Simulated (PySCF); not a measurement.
A side-by-side comparison of computed properties.

First species: C5H13NO2Si2.
InChI=1S/C5H13NO2Si2/c6-9-10-8-5-2-1-4(7)3-5/h5H,1-3,6,9-10H2/t5-/m1/s1

Second species: C7H11F.
Bonds: C1–C2, C2–C3, C2–C4, C2–C5, C5–C6 (triple), C6–C7, C7–F8. Hydrogens: H9, H10, H11 on C1; H12, H13, H14 on C3; H15, H16, H17 on C4; H18, H19 on C7.

Levels: PBE0/pcSseg-1 for HOMO energy, LUMO energy and HOMO–LUMO gap. Geometries: GFN2-xTB. All species are isolated and taken at one optimised geometry, non-relativistic unless stated. Electronic properties by PySCF.

```json
{"property": "HOMO energy", "column X": "-7.52 eV", "column Y": "-7.14 eV"}
{"property": "LUMO energy", "column X": "0.63 eV", "column Y": "-0.69 eV"}
{"property": "HOMO–LUMO gap", "column X": "8.15 eV", "column Y": "6.45 eV"}
```

Problem. Which column belongs to which species?

Solution. Column X is the second species and column Y the first. The first has 23 atoms and 94 electrons, the second 19 and 62.

Problem. How does each property change from the first species to the second?

Solution. HOMO energy -0.38 eV; LUMO energy +1.32 eV; HOMO–LUMO gap +1.70 eV.

One conformer stands for the species.
